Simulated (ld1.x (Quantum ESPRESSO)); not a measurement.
**Configuration tests for Li (Z = 3) (RRKJ)**

Li, norm-conserving RRKJ (Kleinman–Bylander form), made with ld1.x (Quantum ESPRESSO) 7.5 (revPBE, non-relativistic). Core none, reference 1s2 2s0 2p1. Waves: 2p (bound): rc 4.20 bohr; 1s (bound): rc 0.55 bohr. Local part: the s channel. Core correction: none. rho0 = 0.01.

Energies are relative to the spin-unpolarised reference configuration 1s2 2s0 2p1; without spin polarisation the order of configurations can differ from experiment.

```json
{"valence configuration": "1s2 2s1 2p0", "charge": "0", "ΔE all-electron (eV)": "-1.791", "error AE − PS (meV)": "-19"}
{"valence configuration": "1s2 2s0 2p0", "charge": "+1", "ΔE all-electron (eV)": "3.535", "error AE − PS (meV)": "+21"}
{"valence configuration": "1s1 2s1 2p0", "charge": "+1", "ΔE all-electron (eV)": "66.753", "error AE − PS (meV)": "+117"}
```

(1) What are ΔE and the potential's error for 1s2 2s0.5 2p0?

Results:

(1) ΔE = 0.262 eV all-electron; the error (AE − PS) is -3.9 meV.
